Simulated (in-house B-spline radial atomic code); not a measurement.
I⁶⁺. Computed with a B-spline radial atomic code. Model: all-electron spherical atom, spin shells full or empty, radial basis limit, no spin-orbit coupling, Breit or QED, empty-state partial waves extrapolated as (l+1/2)^-4, RPA, G0W0 and static COHSEX of the highest shell as one setting changes (uncorrelated shells keep exact exchange).

Empty levels are discrete states of a finite basis, so the steps are uneven.

Given: element I; charge 6; filled core Kr; hamiltonian one-electron scalar X2C; mean-field start PBE; highest l of empty states 9; nuclear rms radius 4.75 fm; lowest nl shells left uncorrelated 0; highest mean-field shell 5s up; box radius 9.29 bohr.

Shell: 4d 5 5, 5s 1 0 (electrons up and down).

```tsv
highest empty level kept (hartree)	RPA correlation energy (hartree)	G0W0 level (eV)	G0W0 minus most complete (meV)	COHSEX level (eV)	linearised minus solved G0W0 (meV)
16.33	-1.2618	-88.308	222.7	-89.77	15.7
32.67	?	?	?	?	?
57.17	-2.0324	-88.453	78	-90.159	16.4
98	-2.3819	-88.481	49.3	-90.242	16.5
163.33	-2.738	-88.5	30.5	-90.298	16.6
294	?	?	?	?	?
490	-3.2727	-88.519	11.8	-90.356	16.7
980	-3.496	-88.525	6	-90.375	16.7
1960	-3.6324	-88.528	2.7	-90.386	16.8
4083.3	-3.7144	-88.529	1.4	-90.389	16.8
9800	-3.7726	-88.53	0.4	-90.392	16.8
32667	-3.7942	-88.531	0	-90.393	16.8
```

What follows for highest empty level kept = 32.67?

RPA correlation energy -1.7093 hartree; G0W0 level -88.408 eV; G0W0 minus most complete 122.6 meV; COHSEX level -90.029 eV; linearised minus solved G0W0 16.2 meV.

What follows for highest empty level kept = 294?

RPA correlation energy -3.0731 hartree; G0W0 level -88.512 eV; G0W0 minus most complete 18.4 meV; COHSEX level -90.336 eV; linearised minus solved G0W0 16.7 meV.
